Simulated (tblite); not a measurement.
Species: C7H4NSe (doublet state).
Numbering: `[H]/[C:1]=[CH:2]\[C:3]#[C:4][c:5]1[cH:6][n:7][cH:8][se:9]1` (hydrogens: H10 on C1; H11 on C2; H12 on C6; H13 on C8)
Bond orders are those of one Lewis drawing.

Computed with GFN2-xTB (tblite), gas phase: L-BFGS steps from a force-field or distance-geometry start until the largest atomic force falls under 0.01 eV/Å.

Step 88: E = -623.3507 eV
```
atom  x, y, z in Å  |  force x, y, z in eV/Å
C1     -3.9117    0.4211    0.2611    0.056   0.002   0.003
C2     -3.0930   -0.0108   -0.6577   -0.027  -0.027   0.018
C3     -1.6855   -0.0280   -0.4957   -0.013   0.029   0.004
C4     -0.4911   -0.0008   -0.2952    0.000  -0.026  -0.009
C5      0.8925   -0.0332   -0.1450    0.006   0.016  -0.005
C6      1.5922   -0.2253    1.0234   -0.002   0.028   0.004
N7      2.9334   -0.2409    0.9468    0.005  -0.017  -0.010
C8      3.3926   -0.0732   -0.2347    0.004   0.044   0.011
Se9     2.0984    0.1711   -1.5863   -0.016  -0.039   0.006
H10    -3.8555    0.8229    1.2466   -0.006  -0.006  -0.013
H11    -3.4481   -0.3882   -1.6116   -0.007   0.020  -0.010
H12     1.1265   -0.3571    1.9847   -0.009  -0.019  -0.001
H13     4.4450   -0.0570   -0.4541    0.010  -0.006   0.003
```

Step 89: E = -623.3512 eV
```
atom  x, y, z in Å  |  force x, y, z in eV/Å
C1     -3.9053    0.4140    0.2697    0.073  -0.016  -0.010
C2     -3.0934   -0.0060   -0.6614   -0.045  -0.024   0.032
C3     -1.6851   -0.0270   -0.5057   -0.023   0.031   0.007
C4     -0.4910    0.0004   -0.3037    0.003  -0.032  -0.007
C5      0.8921   -0.0351   -0.1503    0.003   0.032  -0.004
C6      1.5876   -0.2154    1.0226   -0.007   0.026   0.003
N7      2.9289   -0.2344    0.9505    0.000  -0.015  -0.013
C8      3.3918   -0.0785   -0.2310    0.004   0.049   0.002
Se9     2.1027    0.1573   -1.5898   -0.014  -0.050   0.023
H10    -3.8415    0.7958    1.2630   -0.005  -0.003  -0.030
H11    -3.4551   -0.3697   -1.6186    0.000   0.032   0.004
H12     1.1192   -0.3348    1.9842   -0.012  -0.025  -0.005
H13     4.4446   -0.0661   -0.4471    0.024  -0.006  -0.002
```

Step 90: E = -623.3519 eV
```
atom  x, y, z in Å  |  force x, y, z in eV/Å
C1     -3.8955    0.4080    0.2806    0.063  -0.033  -0.008
C2     -3.0943   -0.0006   -0.6651   -0.045  -0.020   0.023
C3     -1.6852   -0.0261   -0.5180   -0.025   0.023   0.007
C4     -0.4909   -0.0029   -0.3157    0.000  -0.034  -0.004
C5      0.8915   -0.0406   -0.1579    0.002   0.050   0.002
C6      1.5817   -0.2047    1.0209   -0.012   0.015  -0.002
N7      2.9232   -0.2256    0.9551   -0.012  -0.001  -0.008
C8      3.3911   -0.0815   -0.2257    0.005   0.043  -0.016
Se9     2.1079    0.1376   -1.5941   -0.005  -0.056   0.039
H10    -3.8220    0.7653    1.2824   -0.002   0.006  -0.040
H11    -3.4656   -0.3461   -1.6260    0.011   0.043   0.023
H12     1.1090   -0.3105    1.9820   -0.014  -0.030  -0.007
H13     4.4446   -0.0718   -0.4362    0.034  -0.006  -0.009
```

Q: Estimate the geometry and energy of step 91. (The exact step hangs on the optimiser's Hessian estimate; all steps are aligned on step 90, rigid shifts and turns removed.)

A: E = -623.3527 eV, largest force 0.083 eV/Å
```
atom  x, y, z in Å  |  force x, y, z in eV/Å
C1     -3.8911    0.3941    0.2915    0.061  -0.053  -0.021
C2     -3.0940    0.0095   -0.6683   -0.062   0.003   0.033
C3     -1.6847   -0.0174   -0.5260   -0.012   0.003   0.006
C4     -0.4897   -0.0058   -0.3262   -0.006  -0.027   0.000
C5      0.8922   -0.0462   -0.1649   -0.001   0.057   0.015
C6      1.5777   -0.1887    1.0200   -0.015  -0.001  -0.008
N7      2.9195   -0.2144    0.9588   -0.011   0.030  -0.021
C8      3.3920   -0.0880   -0.2225   -0.009   0.019  -0.006
Se9     2.1131    0.1043   -1.6000    0.006  -0.049   0.055
H10    -3.8184    0.7192    1.3047    0.006   0.007  -0.062
H11    -3.4686   -0.3089   -1.6381    0.017   0.051   0.048
H12     1.1012   -0.2749    1.9819   -0.004  -0.031  -0.027
H13     4.4465   -0.0825   -0.4285    0.030  -0.009  -0.012
```

The energy changes by -0.0008 eV. The first-order estimate −F·Δx gives -0.0011 eV and the mean of the old and new forces, exact on a quadratic surface, -0.0008 eV. The step makes an angle of 86° with the force vector and moves no atom by more than 0.051 Å.

The cost below is that of the whole relaxation. The run took 0.6 s on Arm Neoverse V2, one thread, no GPU, shared host.
